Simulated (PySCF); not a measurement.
This PySCF input asks for the NMR shieldings of `CO[Si@@H](O)/C=C\[SiH2]SC`, C4H12O2SSi2; the geometry comes from GFN2-xTB.

```python
import basis_set_exchange as bse
import numpy as np
from pyscf import gto, dft
from pyscf.prop import nmr

atoms = """
C    -4.265158   -0.015775    0.259382
O    -3.053910    0.594916   -0.067051
Si   -1.698852   -0.105417   -0.632443
O    -0.664279    1.134719   -0.809888
C    -0.847271   -1.266527    0.568293
C     0.443095   -1.184618    0.880245
Si    1.609216    0.095428    0.163482
S     3.517806   -0.653631    0.854317
C     4.598682    0.589117    0.094095
H    -4.635604   -0.616313   -0.574181
H    -4.986190    0.770003    0.485973
H    -4.150796   -0.661479    1.132342
H    -1.964515   -0.742541   -1.926636
H    -1.003215    2.002019   -1.019829
H    -1.444700   -2.050255    1.025882
H     0.868413   -1.892709    1.584371
H     1.515762    1.440965    0.729188
H     1.709860    0.107890   -1.293536
H     5.619388    0.327877    0.351047
H     4.355026    1.571216    0.487374
H     4.468323    0.572059   -0.983493
"""
names = dict.fromkeys(["C", "O", "Si", "S", "H"], "pcSseg-1")
basis = {el: gto.basis.parse(bse.get_basis(n, elements=[el], fmt="nwchem")) for el, n in names.items()}
mol = gto.M(atom=atoms, basis=basis, charge=0, verbose=0)
mf = dft.RKS(mol, xc="PBE0")
mf.grids.level = 2
mf.grids.alignment = dft.numint.BLKSIZE   # the property module wants whole blocks of grid points
mf.conv_tol = 1e-9
mf.kernel()

calc = nmr.RKS(mf)   # GIAO
C = mf.mo_coeff
Co = C[:, mf.mo_occ > 0]
resp = mf.gen_response(singlet=True, hermi=2)
def vind(x):   # induced exchange potential for any number of trial vectors
    d = np.einsum("pi,xij,qj->xpq", C, 2 * x.reshape(-1, C.shape[1], Co.shape[1]), Co, optimize=True)
    return np.einsum("xpq,pi,qj->xij", resp(d - d.transpose(0, 2, 1)), C, Co, optimize=True).ravel()
mo1, _ = nmr.rhf.solve_mo1(calc, with_cphf=vind)
sigma = calc.kernel(mo1)
for i, s in enumerate(sigma):   # ppm
    print("%2d %-2s %9.2f" % (i, mol.atom_pure_symbol(i), np.trace(s) / 3))
```

Task: What are the results?

Result: 
```
 0 C     135.79
 1 O     310.17
 2 Si    377.39
 3 O     288.16
 4 C      34.08
 5 C      30.59
 6 Si    388.43
 7 S     694.17
 8 C     172.68
 9 H      27.83
10 H      27.68
11 H      27.82
12 H      26.57
13 H      29.82
14 H      24.68
15 H      24.42
16 H      26.43
17 H      26.49
18 H      29.61
19 H      29.78
20 H      29.81
```

These numbers come from an equivalent density-fitted implementation of the same equations, which agrees with the script to about 0.01 ppm for H and up to a few tenths of a ppm for heavy atoms, so last digits may differ.

Task: Turn these shieldings into chemical shifts. Chemical shifts δ = σref − σ; TMS for ¹³C (186.93 ppm) and ²⁹Si (349.16 ppm) and ¹H (31.72 ppm); ¹⁷O (336.08 ppm) against H2O; ³³S (503.73 ppm) against CS2, all at this level.

Result: Averaging equivalent atoms: C 5: 156.3; C 4: 152.8; C 0: 51.1; C 8: 14.2; O 3: 47.9; O 1: 25.9; Si 2: -28.2; Si 6: -39.3; S 7: -190; H 15: 7.30; H 14: 7.04; H 16: 5.29; H 17: 5.22; H 12: 5.15; H 9/10/11: 3.94; H 18/19/20: 1.98; H 13: 1.90 ppm. Experimental scales use liquid or dissolved standards, which lie at an offset from isolated H2O (liquid H2O: subtract about 36 ppm).

Size and cost of the density-fitted run: 234 basis functions, 40 s wall time on 1 thread of an Arm Neoverse V2, shared host; peak memory 1.1 GiB.
